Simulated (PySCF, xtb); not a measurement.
CBr₄, SMILES BrC(Br)(Br)Br.

GFN2-xTB run with xtb at its own geometry gives an orbital gap of 3.31 eV and a dipole moment of 0.00 D.

Geometry: PBE0-D3(BJ)/def2-SVP.

### Question
What does PBE/def2-TZVP in PySCF give? (Estimate from the structure and the level; the computed values follow.)

### Answer
gap 3.50 eV (levels -6.95 and -3.46 eV), dipole 0.00 D.
